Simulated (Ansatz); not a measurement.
`[SiH3][O][Ga]([Cl])[Cl]` → 2 Cl• + Ga• + 3 H• + O• + Si•  (atomization)

Computed with Ansatz on PBE0-D4/def2-TZVP structures; ΔE is electronic, products minus reactants. CCSD(T)/CBS is the MP2 limit (def2-TZVPP, def2-QZVPP) plus CCSD(T) − MP2 in def2-TZVPP, frozen cores. This one scheme is used for every species, atoms too. Functionals use def2-TZVPP. B3LYP here is the variant with VWN-RPA as its local correlation; programs differ in this. No spin–orbit coupling; open shells (•) take unrestricted orbitals. Spin–orbit coupling would lower the free atoms: a little for Cl, O, Si; clearly for Ga. Bonds to Ga are less sure, by a few kJ/mol each and by 10 to 20 or more in all where they break to atoms, as the def2 sets lack core-valence functions. Scalar relativity is left out up to krypton. Each species was taken in one conformer, which may not be the lowest.

Q: What is ΔE at CCSD(T)/CBS? (Best estimate.)

A: Ansatz gave: +26.54 eV.

Q: What do these levels give: LDA (SPW92), PBE-D4, PBE-QIDH, B3LYP, HF/CBS(def2), MP2/CBS(def2)? (An estimate is asked.)

A: Ansatz gave: LDA (SPW92) 29.72, PBE-D4 26.25, PBE-QIDH 26.27, B3LYP 25.51, HF/CBS(def2) 19.71, MP2/CBS(def2) 27.28 eV.

Largest T1 diagnostic among the species: 0.013.

Leaving LDA and LC-ωPBE aside and taking each functional with its dispersion term where it has one, the values, not all of them listed here, spread over 1.08 eV, from BHLYP-D4 to ωB97X-V. LDA lies +3.71 eV from PBE without D4, its usual overbinding. At CCSD(T), def2-SVP lies −1.95 eV from the extrapolated value and def2-TZVPP −0.67 eV: correlation converges slowly with the basis, and small sets miss more of it in the bonded molecule than in its fragments. From BLYP to BHLYP (50 % exact exchange), in def2-TZVPP and without D4, ΔE moves by −0.05 eV: exact exchange takes away binding that semilocal exchange gives to molecules.

For atomizations the MP2-based limit and the directly extrapolated one differ by several kJ/mol either way, and by 10 to 25 for some Ge, Se and Sn compounds, so smaller differences from it don't rank the levels.
